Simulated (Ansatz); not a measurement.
Ideal-gas functions of BFH5NSi (`B[SiH](N)F`) at 800 K and 1 bar, from an Ansatz frequency run at PBE0-D4/def2-TZVP.

Molar mass 76.94 g/mol, point group C1 (symmetry number 1), electronic degeneracy 1, moments of inertia 82.87, 83.431, 140.703 u Å². Harmonic wavenumbers (cm⁻¹, unscaled): 115, 181, 237, 292, 353, 393, 579, 641, 756, 822, 855, 889, 909, 937, 1174, 1582, 2234, 2583, 2668, 3612, 3708.

Use S(trans) = R[1.5 ln M + 2.5 ln T − 1.1517]; rotational temperatures θ = 24.2544 K / I; S(rot) = R[ln(√π/σ · √(T³/θAθBθC)) + 1.5]; for each mode x = 1.438777 ν̃/T, S = R[x/(eˣ − 1) − ln(1 − e⁻ˣ)] and H = RT x/(eˣ − 1); 1 cm⁻¹ = 0.0119627 kJ/mol; R = 8.31446 J/(mol·K).

**Question.** By hand: the entropy, in J/(mol·K).

**Answer.** Translation 183.5. Rotation: θ = 0.2927, 0.2907, 0.1724 K, giving 118.2. Vibration, mode by mode: 21.43, 17.68, 15.47, 13.76, 12.23, 11.37, 8.34, 7.58, 6.37, 5.78, 5.51, 5.25, 5.10, 4.89, 3.49, 1.96, 0.76, 0.45, 0.40, 0.09, 0.08, in all 148.0. Electronic 0.0. Sum 449.7 J/(mol·K).

**Question.** By hand: H − E and G − E in kJ/mol, counted from the electronic energy.

**Answer.** Zero-point energy ½ × 25520 × 0.0119627 = 152.6; thermal vibration 59.6; translation, rotation and pV give 4 RT = 26.6. H − E = 238.8 kJ/mol, and G − E = 238.8 − 800 × 449.7/1000 = -121.0 kJ/mol.

Vibration gives 33 % of the entropy, 21.4 J/(mol·K) of it from the mode under 150 cm⁻¹: soft modes count most, and the harmonic formula is weakest for them. The sum counts one conformer and one mirror image; others add a mixing term.
